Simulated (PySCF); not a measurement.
HgCl, SMILES [Hg][Cl] (connectivity only; charge and spin as stated), neutral, multiplicity 2.

Coordinates come from a B3LYP-D3(BJ)/def2-TZVPD optimisation. The spin state was assumed, not searched. The def2 effective core potentials stand for the cores of Hg; spin–orbit coupling is left out.

The numbers are results of C-PCM-ωB97X/def2-TZVPD (PySCF), not measurements.

The values are the electrostatic part of the solvation free energy, E(continuum) − E(gas) at the gas-phase geometry, in a cavity of scaled van der Waals radii (PySCF's table); cavitation and dispersion terms are not included. A continuum can't describe solvent molecules that bind to the metal. The dipole moment in vacuum is 3.47 D.

Computed values in water (ε = 78.36), dimethylsulfoxide (ε = 46.83), acetone (ε = 20.49):
| solvent | ε | ΔG(elec) (kcal/mol) | dipole (D) |
|---|---|---|---|
| water | 78.36 | -12.6 | 6.31 |
| dimethylsulfoxide | 46.83 | -12.5 | 6.28 |
| acetone | 20.49 | -12.0 | 6.16 |
